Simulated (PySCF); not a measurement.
RbCl, SMILES [Cl][Rb]. Coordinates come from a PBE0-D3(BJ)/def2-TZVPD optimisation. The def2 effective core potentials stand for the cores of Rb; spin–orbit coupling is left out.

Calculation: PBE0-D3(BJ)/def2-TZVPD run with PySCF.

Harmonic wavenumbers (cm⁻¹): 224. Rotational constants (GHz): 2.481 (linear); symmetry number 1.

Problem. Work out the zero-point energy and the ideal-gas rigid-rotor harmonic-oscillator thermochemistry at 298.15 K and 1 atm.

Solution. ZPE = ½ Σ hcν = ½ × 224 cm⁻¹ = 1.34 kJ/mol. H − E(el) = 11.39 kJ/mol. Entropy in J/(mol K): translation 168.55, rotation 73.38, vibration 8.06, total 249.99. G − E(el) = -63.14 kJ/mol. Cp = 36.65 J/(mol K).
